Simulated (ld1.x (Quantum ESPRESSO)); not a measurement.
An all-electron radial function and its pseudo partner (Ir)

Columns: radius, all-electron u(r) and pseudo u(r) of the 6s shell (level -17.48 eV) of iridium in the configuration [Xe] 4f14 5d7 6s0.5 6p0; PBEsol, scalar-relativistic, RRKJ scheme, ld1.x (Quantum ESPRESSO) 7.5.

| r (bohr) | all-electron | pseudo |
| --- | --- | --- |
| 0.113 | 0.1207 | -0.0608 |
| 0.225 | -0.0398 | -0.1151 |
| 0.338 | -0.2264 | -0.1588 |
| 0.450 | -0.0745 | -0.1880 |
| 0.563 | 0.1617 | -0.2031 |
| 0.675 | 0.3158 | -0.2069 |
| 0.788 | 0.3560 | -0.2052 |
| 0.900 | 0.3035 | -0.2041 |
| 1.013 | 0.1919 | -0.2092 |
| 1.125 | 0.0532 | -0.2256 |
| 1.238 | -0.0932 | -0.2581 |
| 1.350 | -0.2310 | -0.3096 |
| 1.463 | -0.3549 | -0.3810 |
| 1.575 | -0.4591 | -0.4637 |
| 1.688 | -0.5446 | -0.5448 |
| 1.800 | -0.6105 | -0.6105 |
| 1.913 | -0.6595 | -0.6595 |
| 2.025 | -0.6925 | -0.6925 |
| 2.138 | -0.7121 | -0.7121 |
| 2.250 | -0.7200 | -0.7200 |
| 2.363 | -0.7182 | -0.7182 |
| 2.475 | -0.7086 | -0.7086 |
| 2.588 | -0.6923 | -0.6923 |
| 2.700 | -0.6713 | -0.6713 |
| 2.813 | -0.6461 | -0.6461 |
| 2.925 | -0.6184 | -0.6184 |

Problem. How many radial nodes do the two functions have?

Solution. The all-electron 6s function has n − l − 1 = 5 (the table is too coarse to show those close to the nucleus); the pseudo-wave has 0, since the states of the same l below it are removed with the core.

Problem. At about which radius was the pseudo-wave matched?

Solution. 1.80 bohr, where the columns begin to agree (steps of 0.11 bohr).

Problem. Where does each function peak?

Solution. Outermost all-electron maximum near 2.25 bohr, pseudo maximum near 2.25 bohr (to the table’s step).

Problem. Is the pseudo-wave norm-conserving?

Solution. Yes: the RRKJ scheme keeps the norm inside the radius equal to the all-electron one, which fixes the energy derivative of the logarithmic derivative at the level.
